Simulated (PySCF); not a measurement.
Molecular orbitals of RbF⁻

UHF at R = 2.454 Å; Rb def2-SVPD with ECP28, F def2-SVPD; scalar-relativistic core potentials (PySCF 2.14). State: ²Σ⁺ (doublet), unpaired electrons σ ↑. Only the outer orbitals are listed, counted within each symmetry, core potentials removing the inner ones.

```json
{"spin": "α", "orbital": "3σ", "occ.": "1", "ε (eV)": "-31.79", "on Rb (%)": "1", "main shells (%)": "99 F s"}
{"spin": "α", "orbital": "1π", "occ.": "1", "ε (eV)": "-17.87", "on Rb (%)": "100", "main shells (%)": "100 Rb p"}
{"spin": "α", "orbital": "1π", "occ.": "1", "ε (eV)": "-17.87", "on Rb (%)": "100", "main shells (%)": "100 Rb p"}
{"spin": "α", "orbital": "4σ", "occ.": "1", "ε (eV)": "-17.56", "on Rb (%)": "98", "main shells (%)": "98 Rb p"}
{"spin": "α", "orbital": "5σ", "occ.": "1", "ε (eV)": "-8.23", "on Rb (%)": "3", "main shells (%)": "97 F p"}
{"spin": "α", "orbital": "2π", "occ.": "1", "ε (eV)": "-8.12", "on Rb (%)": "0", "main shells (%)": "100 F p"}
{"spin": "α", "orbital": "2π", "occ.": "1", "ε (eV)": "-8.12", "on Rb (%)": "0", "main shells (%)": "100 F p"}
{"spin": "α", "orbital": "6σ", "occ.": "1", "ε (eV)": "-0.27", "on Rb (%)": "100", "main shells (%)": "67 Rb s, 32 Rb p"}
{"spin": "α", "orbital": "3π", "occ.": "0", "ε (eV)": "1.84", "on Rb (%)": "100", "main shells (%)": "100 Rb p"}
{"spin": "α", "orbital": "3π", "occ.": "0", "ε (eV)": "1.84", "on Rb (%)": "100", "main shells (%)": "100 Rb p"}
{"spin": "α", "orbital": "7σ", "occ.": "0", "ε (eV)": "2.05", "on Rb (%)": "99", "main shells (%)": "90 Rb p, 8 Rb s"}
{"spin": "β", "orbital": "3σ", "occ.": "1", "ε (eV)": "-31.79", "on Rb (%)": "1", "main shells (%)": "99 F s"}
{"spin": "β", "orbital": "1π", "occ.": "1", "ε (eV)": "-17.85", "on Rb (%)": "100", "main shells (%)": "100 Rb p"}
{"spin": "β", "orbital": "1π", "occ.": "1", "ε (eV)": "-17.85", "on Rb (%)": "100", "main shells (%)": "100 Rb p"}
{"spin": "β", "orbital": "4σ", "occ.": "1", "ε (eV)": "-17.53", "on Rb (%)": "98", "main shells (%)": "98 Rb p"}
{"spin": "β", "orbital": "5σ", "occ.": "1", "ε (eV)": "-8.21", "on Rb (%)": "3", "main shells (%)": "97 F p"}
{"spin": "β", "orbital": "2π", "occ.": "1", "ε (eV)": "-8.12", "on Rb (%)": "0", "main shells (%)": "100 F p"}
{"spin": "β", "orbital": "2π", "occ.": "1", "ε (eV)": "-8.12", "on Rb (%)": "0", "main shells (%)": "100 F p"}
{"spin": "β", "orbital": "3π", "occ.": "0", "ε (eV)": "1.91", "on Rb (%)": "100", "main shells (%)": "100 Rb p"}
{"spin": "β", "orbital": "3π", "occ.": "0", "ε (eV)": "1.91", "on Rb (%)": "100", "main shells (%)": "100 Rb p"}
{"spin": "β", "orbital": "6σ", "occ.": "0", "ε (eV)": "2.04", "on Rb (%)": "100", "main shells (%)": "100 Rb p"}
```

Which are the highest filled and the lowest empty level, where do they sit, and how wide is the gap?

Highest filled α 6σ at -0.27 eV (in %: 67 Rb s, 32 Rb p); lowest empty α 3π at 1.84 eV (in %: 100 Rb p); the gap at UHF is 2.11 eV. An empty level above zero is unbound, and its energy depends on the basis.

```
bond order (Mayer)                                                                                                : 0.00
⟨S²⟩                                                                                                              : 0.750
charge on Rb (Mulliken, basis-dependent)                                                                          : -0.03
charge on Rb (Löwdin, basis-dependent)                                                                            : 0.01
dipole moment (positive dipole points towards F; it is taken about the centre of mass and depends on that origin) : 2.87 D
```

Spin–orbit coupling is left out. The state was picked by a PBE0 search and need not be the measured ground state.
